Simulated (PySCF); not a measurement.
C₇H₉P.
Numbering: `[CH3:1][c:2]1[cH:3][cH:4][p:5][cH:6][c:7]1[CH3:8]` (hydrogens: H9, H10, H11 on C1; H12 on C3; H13 on C4; H14 on C6; H15, H16, H17 on C8)

Geometry (GFN2-xTB, Å), atoms numbered from 1 in this order:
```xyz
17
C7H9P angstrom
C     -0.6216    1.7678    0.3159
C      0.2270    0.5596    0.0554
C      1.6019    0.7198   -0.0673
C      2.4980   -0.2992   -0.3058
P      2.0753   -1.9665   -0.4981
C      0.3594   -1.8471   -0.2991
C     -0.3744   -0.7001   -0.0599
C     -1.8646   -0.8170    0.0787
H     -1.3533    1.9049   -0.4803
H     -0.0081    2.6633    0.3772
H     -1.1692    1.6611    1.2523
H      1.9973    1.7242    0.0322
H      3.5494   -0.0507   -0.3802
H     -0.1833   -2.7829   -0.3739
H     -2.3669   -0.2175   -0.6800
H     -2.1846   -1.8501   -0.0319
H     -2.1892   -0.4575    1.0548
```

Vertical excitations from PySCF (density fitting, frozen core in the response, grid level 2 and gas phase unless stated; continuum runs use non-equilibrium linear response for the excitations) on a GFN2-xTB geometry. Reference run:

```csv
settings,"S1, eV (f)","S2, eV (f)","S3, eV (f)","S4, eV (f)","S5, eV (f)","S6, eV (f)","T1, eV (Tamm–Dancoff)",mean α (au)
"PBE0/def2-SVPD, full TDDFT, 8 singlets",4.79 (0.006),5.04 (0.017),5.09 (0.165),5.48 (0.000),5.98 (0.278),6.26 (0.000),3.17,106.3
```

Problem. What do these settings give: PBE/def2-SVPD, IEF-PCM acetone, full TDDFT, 3 singlets?

Solution. 
```tsv
settings	S1, eV (f)	S2, eV (f)	S3, eV (f)	S4, eV (f)	S5, eV (f)	S6, eV (f)	T1, eV (Tamm–Dancoff)	mean α (au)
PBE/def2-SVPD, IEF-PCM acetone, full TDDFT, 3 singlets	4.54 (0.009)	4.72 (0.018)	4.83 (0.219)	–	–	–	–	159.5
```

S1 moves by -0.25 eV; functional and environment change together, so the shift can't be laid on one. States are counted by energy in each run and needn't keep their character from row to row.

Problem. Which orbital pairs make up S1 in each run, and how does it sit against the orbital gap?

Solution. 
```
                                              settings  S1 configurations (weight)  S1 (eV)  orbital gap (eV)  S1 − gap (eV)
                PBE0/def2-SVPD, full TDDFT, 8 singlets      H→L+1 0.53, H−1→L 0.43     4.79              5.51          -0.72
PBE/def2-SVPD, IEF-PCM acetone, full TDDFT, 3 singlets      H−2→L 0.46, H→L+1 0.45     4.54              3.81          +0.73
```

Geometry: GFN2-xTB; no vibrations or thermal averaging.
